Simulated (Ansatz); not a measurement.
Relaxation of WOF4 with RKS PBE0-D4/def2-SVP.

```sh
$ ansatz run in.yaml --threads 4 --pin off --events-out ev --progress --plain --max-ram 3916MiB
```

```yaml
crystal:
  periodic: [false, false, false]
  atoms:
    - {symbol: W, position_ang: [0.000930, 0.000330, 0.136020]}
    - {symbol: O, position_ang: [0.003680, -0.006510, 1.807540]}
    - {symbol: F, position_ang: [1.744920, 0.010990, -0.489670]}
    - {symbol: F, position_ang: [-0.013810, 1.748310, -0.478240]}
    - {symbol: F, position_ang: [-1.745170, -0.010500, -0.483250]}
    - {symbol: F, position_ang: [0.009460, -1.742620, -0.492400]}
basis:
  gaussian: {orbitals: def2-SVP}
hamiltonian: {xc: pbe0, dispersion: d4}
scf: {omitted_lower_state_checks: [starts]}
output: {orbitals: {seedname: orbitals}}
relax: {f_tol: 0.02, max_steps: 100}
```

Run time 8.5 s (4 threads of Intel Xeon on a shared host).

Positions (Å) and forces (eV/Å) at steps 1, 2, 4 of 4:

```xyz
6
step=1 energy=-14724.0452 eV
W     0.001    0.000    0.136   -0.009   -0.001   -2.151
O     0.004   -0.007    1.808    0.001   -0.001    0.323
F     1.745    0.011   -0.490    0.163    0.013    0.457
F    -0.014    1.748   -0.478    0.012    0.159    0.456
F    -1.745   -0.011   -0.483   -0.172    0.003    0.457
F     0.009   -1.743   -0.492    0.006   -0.173    0.457
6
step=2 energy=-14724.1752 eV
W     0.000    0.000    0.065    0.000    0.000   -0.165
O     0.003   -0.007    1.742   -0.001    0.001   -0.343
F     1.780    0.013   -0.456   -0.043   -0.003    0.127
F    -0.012    1.783   -0.444   -0.002   -0.042    0.126
F    -1.782   -0.010   -0.449    0.044    0.001    0.127
F     0.010   -1.779   -0.458    0.002    0.044    0.127
6
step=4 energy=-14724.1846 eV
W     0.000    0.000    0.043    0.000    0.001   -0.002
O     0.003   -0.007    1.713    0.000    0.000    0.002
F     1.788    0.014   -0.443    0.002   -0.003    0.000
F    -0.012    1.791   -0.432   -0.003    0.001    0.000
F    -1.790   -0.010   -0.436   -0.001    0.003    0.000
F     0.010   -1.788   -0.445    0.003   -0.001    0.000
```

In the def2 sets W takes a core potential; there is no spin–orbit coupling.
